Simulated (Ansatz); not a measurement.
`C[NH][InH][Cl]` at its PBE0-D4/def2-TZVP geometry, where that method's forces vanish. Charge 0, multiplicity 1. In takes the def2 core potential.

```
atom   x (Å)   y (Å)   z (Å)
  C1   0.172  -0.044   1.316
  N2   0.610   0.388   0.009
 In3  -0.283   0.021  -1.729
 Cl4  -2.209  -1.248  -1.331
  H5  -0.034   0.801   1.985
  H6  -0.751  -0.620   1.228
  H7   0.912  -0.688   1.808
  H8   1.461   0.928   0.026
  H9   0.121   0.463  -3.311
```

**Question.** For each bond, give half the difference of the two atoms' forces along it (eV/Å; positive pushes the atoms apart) under PBE-D4, r2SCAN-D4, B3LYP-D4, ωB97M-V in def2-TZVPP. (Estimate.)

**Answer.** Ansatz gave: 
```csv
bond,length (Å),PBE-D4,r2SCAN-D4,B3LYP-D4,ωB97M-V
C1–N2,1.445,0.00,0.17,0.21,0.35
C1–H5,1.097,0.10,-0.05,-0.08,-0.13
C1–H6,1.092,0.09,-0.06,-0.10,-0.09
C1–H7,1.097,0.10,-0.05,-0.08,-0.13
N2–In3,1.988,0.14,0.05,0.16,-0.05
N2–H8,1.007,0.20,0.00,-0.11,-0.11
In3–Cl4,2.341,0.19,0.06,0.24,0.00
In3–H9,1.692,-0.09,-0.12,-0.13,-0.08
```

B3LYP here is the variant with VWN-RPA as its local correlation; programs differ in this.
